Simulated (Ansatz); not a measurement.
C3H10OSi can be A, `CC(C)O[SiH3]`, or B, `CCCO[SiH3]`.

Gas-phase electronic energies from Ansatz, PBE0-D4/def2-TZVP geometries. CBS: MP2 limit from def2 TZ/QZ plus the TZ coupled-cluster correction, frozen cores. Functionals use def2-TZVPP. B3LYP here is the variant with VWN-RPA as its local correlation; programs differ in this. One conformer a species, not always the lowest.

Question: Which isomer does CCSD(T)/CBS put lower? Give the gap. (Estimate.)

Answer: The calculation gave: A, by 15.1 kJ/mol.

Question: Give E(B) − E(A) in kJ/mol with r2SCAN-D4, MP2/def2-TZVPP, HF/def2-TZVPP, ωB97M-V, PBE-D4, B3LYP-D4, B3LYP. (An estimate is asked.)

Answer: Ansatz gave: r2SCAN-D4 15.6, MP2/def2-TZVPP 15.5, HF/def2-TZVPP 9.1, ωB97M-V 14.9, PBE-D4 14.1, B3LYP-D4 14.5, B3LYP 10.5. None reverses the order clearly.

Largest T1 diagnostic: 0.010.

In def2-TZVPP, CCSD(T) changes the Hartree–Fock value by +5.6 kJ/mol (the triples alone add +1.1 kJ/mol) and MP2 by +6.4 kJ/mol. The D4 term adds +4.1 kJ/mol with B3LYP and +2.2 kJ/mol with PBE0; it sums over pairs of atoms, weighted by their polarisabilities, and B3LYP, whose exchange is more repulsive, gets the larger term.
